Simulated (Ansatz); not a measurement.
Input file for Ansatz (a first-principles code): U-r2SCAN/aug-cc-pVTZ on BeH2Se (SMILES [BeH][SeH]), a point of a bond scan (R = 1.061 Å).

Ansatz 0.2 input:
```yaml
crystal:
  periodic: [false, false, false]
  atoms:
    - {symbol: Be, position_ang: [-0.68973544, -0.76066788, -1.41803736]}
    - {symbol: H, position_ang: [-1.10536309, -1.22504560, -2.27612055]}
    - {symbol: Se, position_ang: [0.09181580, 0.16025393, 0.22400564]}
    - {symbol: H, position_ang: [0.84647439, -1.06482192, 0.54659910]}
basis:
  gaussian:
    orbitals: aug-cc-pVTZ
hamiltonian:
  xc: {name: r2SCAN}
magnetization: {spin_polarized: true, initial_magnetization: 0}
```

Question: What total energy does the run end on?

Answer: -2417.5129 hartree.

Question: How many basis functions does it have, and what does it roughly cost on one machine?

Answer: 151 functions; around 7 core-seconds (rough).
